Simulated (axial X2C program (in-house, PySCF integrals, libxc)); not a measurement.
# BeF⁺ along the bond: PBE0, with spin–orbit coupling

All values were computed with an in-house all-electron X2C program for linear molecules (integrals from PySCF). Two-component (2c) means X2C with spin–orbit coupling and atomic mean-field two-electron Coulomb and Gaunt terms. Basis: F dyall-av3z [7s6p3d2f], Be dyall-cv3z [8s8p3d1f] (cores contracted in-house); Gaussian nuclei, density fitting, unrestricted open shells. Masses: F 18.998 u, Be 9.012 u.

State: Ω = 0 (closed shell). Dipoles are positive if Be is the positive end and refer to the centre of mass.

Results along the bond:

```csv
R (Å),μ (D),HOMO (eV),LUMO (eV)
1.144,6.511,-20.77,-10.78
1.197,6.840,-20.29,-10.87
1.236,7.085,-19.95,-10.94
1.276,7.330,-19.63,-11.01
1.315,7.574,-19.33,-11.09
1.361,7.856,-18.99,-11.18
1.407,8.136,-18.67,-11.27
1.466,8.490,-18.29,-11.39
1.538,8.915,-17.87,-11.54
1.644,9.509,-17.33,-11.77
```

The state is a single determinant with fixed occupations, the lowest that a limited PBE0 search found. The closed shell is kept restricted, so the energy runs too high when the bond is stretched far.
